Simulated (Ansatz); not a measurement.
Relaxation of CH₉BSi₃ (14 atoms, charge 0, multiplicity 1), to a largest force component of 0.02 eV/Å in at most 50 steps.

The calculation used Ansatz 0.2.0, RKS PBE/def2-SVP.

```xyz
14
Properties=species:S:1:pos:R:3:forces:R:3
C -1.620 1.508 0.502 -1.88 2.12 -0.93
Si -0.827 -0.009 1.074 -3.32 -1.58 -1.17
Si 1.153 0.190 1.460 4.99 0.10 1.20
B 0.624 -0.624 -0.261 -0.58 0.06 0.57
Si 0.963 -1.442 -1.991 -0.47 0.23 0.49
H -2.442 1.308 -0.261 0.66 0.18 0.53
H -0.896 2.236 0.034 -0.30 -0.51 0.20
H -2.107 2.075 1.348 0.24 -0.29 -0.34
H -1.604 -1.083 1.709 -0.52 -0.33 0.30
H 1.804 1.502 1.254 0.35 0.45 0.24
H 1.803 -0.827 2.353 0.29 0.10 0.12
H 1.765 -2.652 -1.747 0.38 -0.59 -0.09
H 1.689 -0.457 -2.797 0.50 0.41 -0.58
H -0.318 -1.753 -2.651 -0.36 -0.34 -0.53
```

Where does it end, and by what steps?

The run converged. The force dipped under the threshold on the way, but the program's further checks kept it going. After 22 steps the energy has fallen by 1.722 eV; H9 moved furthest, 1.91 Å.

| step | energy less start (eV) | largest force component (eV/Å) | accepted |
| --- | --- | --- | --- |
| 0 | 0.0000 | 4.993 | yes |
| 1 | -0.9169 | 1.115 | yes |
| 2 | -0.9904 | 0.444 | yes |
| 3 | -1.0006 | 0.159 | yes |
| 4 | -1.0118 | 0.158 | yes |
| 5 | -1.0194 | 0.084 | yes |
| 6 | -1.0390 | 0.227 | yes |
| 7 | -1.0545 | 0.428 | yes |
| 8 | -1.0904 | 0.575 | yes |
| 9 | -1.1717 | 0.560 | yes |
| 10 | -1.2802 | 0.659 | yes |
| 11 | -1.3991 | 0.829 | yes |
| 12 | -1.4959 | 0.656 | yes |
| 13 | -1.5843 | 0.726 | yes |
| 14 | -1.6440 | 0.479 | yes |
| 15 | -1.6948 | 0.159 | yes |
| 16 | -1.7117 | 0.200 | yes |
| 17 | -1.7164 | 0.162 | yes |
| 18 | -1.7179 | 0.137 | yes |
| 19 | -1.7209 | 0.060 | yes |
| 20 | -1.7199 | 0.088 | no |
| 21 | -1.7219 | 0.017 | yes |
| 22 | -1.7222 | 0.015 | yes |

```xyz
14
Properties=species:S:1:pos:R:3
C -1.740 1.741 0.931
Si -1.069 0.223 0.030
Si 1.493 0.278 0.964
B 0.651 -0.133 -0.672
Si 1.112 -1.755 -1.743
H -2.557 2.170 0.312
H -0.969 2.521 1.078
H -2.180 1.469 1.912
H -2.184 -0.790 -0.090
H 1.124 1.401 1.896
H 2.566 -0.556 1.617
H 2.222 -2.580 -1.134
H 1.586 -1.342 -3.118
H -0.069 -2.675 -1.954
```

Whether the end is a true minimum wasn't checked by a vibrational analysis.

The run took 32 s on 2 threads of Intel(R) Xeon(R) 6975P-C (Granite Rapids) (shared host), peak memory 0.19 GiB.
